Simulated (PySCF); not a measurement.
**Orbital energies, ionisation energy and electron affinity**

Species: PP3SeOO nortricyclane, O2P4Se.
Cartesian coordinates in Å at the PBE0-D3(BJ)/def2-SVP level; atoms count from 1:
```
atom  x, y, z in Å
P1    -0.5666   -0.4649    1.3810
Se2   -1.8287    0.9642    0.0936
P3    -0.2691    0.9872   -1.5112
P4     0.5562   -1.0937   -1.2373
O5    -0.2292   -1.5601    0.1794
P6     1.5667    0.6955   -0.2354
O7     0.8626    0.3698    1.2613
```

Level: wB97X-D/def2-SVPD (PySCF). Frontier orbitals with their largest atomic shares (Löwdin; up to four atoms above 4 %):

```tsv
orbital	ε (eV)	main atoms
HOMO−3	-10.12	Se2 39 %, P3 24 %, P4 10 %, P6 10 %
HOMO−2	-9.78	P1 36 %, Se2 23 %, P3 11 %, P6 9 %
HOMO−1	-9.36	P6 29 %, P4 29 %, P3 20 %, O5 8 %
HOMO	-8.78	?
LUMO	-0.53	Se2 25 %, P3 24 %, P6 18 %, P4 18 %
LUMO+1	0.62	P6 30 %, P4 28 %, P3 21 %, O7 7 %
LUMO+2	0.63	P1 33 %, Se2 29 %, P3 15 %, O5 7 %
```

What vertical ionisation energy does ΔSCF give, and how far is −ε(HOMO) from it?

ΔSCF: 8.93 eV (862 kJ/mol; threshold wavelength 139 nm); ⟨S²⟩ of the doublet left behind is 0.763, against 0.75 for a pure doublet. −ε(HOMO) is 8.78 eV, 0.15 eV below it. For the exact functional −ε(HOMO) would equal the first vertical ionisation energy; wB97X-D (range-separated hybrid) comes within 0.15 eV of that here.

On which atoms does the HOMO lie?

Se2 (selenium bonded to 2 P) 41 %, P3 (phosphorus bonded to 2 P and Se) 17 %, P4 (phosphorus bonded to O and 2 P) 16 %, P6 (phosphorus bonded to O and 2 P) 16 %. The HOMO−1 lies 0.58 eV lower.

And the vertical electron affinity, the fundamental gap, Mulliken's electronegativity and the hardness (with the factor ½)?

EA = 0.48 eV by ΔSCF (−ε(LUMO) = 0.53 eV). IE − EA = 8.45 eV against an orbital gap of 8.25 eV; (IE + EA)/2 = 4.71 eV; (IE − EA)/2 = 4.22 eV.

Shift the occupied levels rigidly so that −ε(HOMO) equals the ΔSCF value. What binding energies result?

The shift is +0.15 eV: HOMO 8.93, HOMO−1 9.51, HOMO−2 9.93, HOMO−3 10.27 eV. A rigid shift is only a rough guide to the deeper ionisations.

The lowest singlet excitation (vertical TDDFT, same level) lies at 3.67 eV. How far is it below IE − EA?

IE − EA = 8.45 eV, so by 4.78 eV.

With α = 119.2 au, estimate the like-pair dispersion coefficient by London's formula C6 = (3/4)α²I.

I = 0.3282 Eh, so C6 ≈ 3500 au, a rough estimate.

Isolated species at its PBE0-D3(BJ)/def2-SVP geometry (one conformer only). The calculation is non-relativistic, for selenium too.

Note: wB97X-D ran without an empirical dispersion term, which enters the total energy and its gradient alone.
